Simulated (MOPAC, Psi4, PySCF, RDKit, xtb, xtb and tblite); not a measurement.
Two geometries of SMILES COC(=O)[CH2][GeH3] (C₃H₈GeO₂), relaxed at GFN2-xTB with one dihedral held; other torsions can differ between them too.

Structure A

```
14

C     -2.0668     0.7400     0.1079
O     -0.6959     0.3633     0.0604
C     -0.4431    -0.9062    -0.2563
O     -1.3047    -1.7175    -0.4960
C      1.0108    -1.2422    -0.2887
Ge     1.0783    -3.1560    -0.7778
H     -2.5315     0.5989    -0.8699
H     -2.0839     1.7887     0.3924
H     -2.6003     0.1329     0.8418
H      1.4557    -1.0341     0.6846
H      1.5185    -0.5994    -1.0082
H      2.5159    -3.5821    -0.8334
H      0.4764    -3.3784    -2.1185
H      0.3878    -3.9854     0.2443
```

Structure B

```
14

C     -2.1302     0.7248     0.0082
O     -0.7625     0.3516     0.0705
C     -0.4535    -0.8947    -0.3276
O     -1.2711    -1.6797    -0.7230
C      1.0200    -1.1195    -0.1980
Ge     1.8758     0.5125     0.5023
H     -2.5024     0.6197    -1.0129
H     -2.1804     1.7615     0.3296
H     -2.7240     0.0891     0.6681
H      1.4147    -1.4017    -1.1751
H      1.1833    -1.9790     0.4537
H      3.3508     0.2637     0.6219
H      1.3699     0.8639     1.8584
H      1.6906     1.6716    -0.4145
```

Question: Which is lower in energy at the level wB97X-D/def2-TZVP // GFN2-xTB (Psi4), and by how much?

Answer: A is lower, by 1.09 kcal/mol (dihedral O2–C3–C5–Ge6: 180° in A, 0° in B).

E(B) − E(A) in kcal/mol at the other levels, on the same two geometries: GFN2-xTB (xtb and tblite) -1.25; PBE/def2-TZVP // GFN2-xTB (Psi4) 0.99; PBE-D3(BJ)/def2-TZVP // GFN2-xTB (Psi4) 0.77; UFF // GFN2-xTB (RDKit) 6.30; PM3, restricted, heats of formation // GFN2-xTB (MOPAC) -1.39; PM6, restricted, heats of formation // GFN2-xTB (MOPAC) -0.83; GFN1-xTB // GFN2-xTB (xtb) 2.25; restricted B3LYP/6-31G*, spherical d, density fitting // GFN2-xTB (PySCF) 1.28; restricted LDA (SVWN5)/6-31G*, spherical d, density fitting // GFN2-xTB (PySCF) 0.62; restricted BP86/6-31G*, spherical d, density fitting // GFN2-xTB (PySCF) 0.99.
